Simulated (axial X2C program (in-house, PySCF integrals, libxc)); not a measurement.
## Correcting the dissociation energy of TeS for spin–orbit coupling

A spin-free PBE0 curve (one-electron X2C) was computed with an axial X2C code built on PySCF integrals, basis Te dyall-cv3z [11s12p8d4f1g], S dyall-av3z [9s8p3d2f] (cores contracted in-house), for the state M_S = 1, Λ = 0 (beyond evenly filled blocks: π+α, π-α). It gives D0 = 3.627 eV to Te + S, which in a spin-free picture are the weighted means of the ground terms.

Measured levels of the ground terms (NIST Handbook of Basic Atomic Spectroscopic Data), in cm⁻¹: Te 3P: J = 2 at 0, J = 0 at 4706.5, J = 1 at 4750.7; S 3P: J = 2 at 0, J = 1 at 396.1, J = 0 at 573.6.

The molecular state has Λ = 0, so it has no first-order lowering.

(1) How far does each ground level lie under the (2J+1)-weighted mean of its term?

(2) Correct D0.

Second-order spin–orbit effects in the molecule, which grow quickly with Z, are left out. The state is a single determinant with fixed occupations, the lowest that a limited PBE0 search found. De is counted from the lowest determinant-based energies of the atoms at the same level, without counterpoise correction. PBE0 can misorder states that lie within some tenths of an eV, so this need not be the ground state of the molecule. The nearest other spin-free determinant of the search, M_S = 0, Λ = 2, lies 0.61 eV up at the distance of the search.

Results:

(1) Te: (5 × 0 + 1 × 4706.5 + 3 × 4750.7)/9 = 2107 cm⁻¹; S: (5 × 0 + 3 × 396.1 + 1 × 573.6)/9 = 196 cm⁻¹.

(2) D0 = 3.627 + (0 − 2303)/8065.5 = 3.341 eV at PBE0 with these spin–orbit terms.
